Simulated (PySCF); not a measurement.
FH6NOSi2, SMILES N[Si@H]([SiH2]F)O.

Coordinates come from a r2SCAN-D4/def2-SVP optimisation. The structure was generated by enumeration; whether it is a known compound was not checked. The values are those of a single conformer.

Level of theory: PBE/def2-TZVP (PySCF).

Gas-phase values at a fixed geometry.

**Question.** Estimate the frontier levels, gap, dipole moment and polarisability. (An estimate is asked for; the answer gives what the named calculation found.)

**Answer.** 
```yaml
highest_occupied_level: -6.34 eV
lowest_empty_level: -1.56 eV
orbital_gap: 4.78 eV
dipole_moment: 1.91 D
quadrupole, principal values (traceless, Buckingham form, about the centre of nuclear charge): -5.71, -0.78, 6.49 D·Å
mean_static_polarisability: 66.1 bohr³ (9.79 Å³)
polarisability_principal_values: 58.2, 63.8, 76.3 bohr³
```
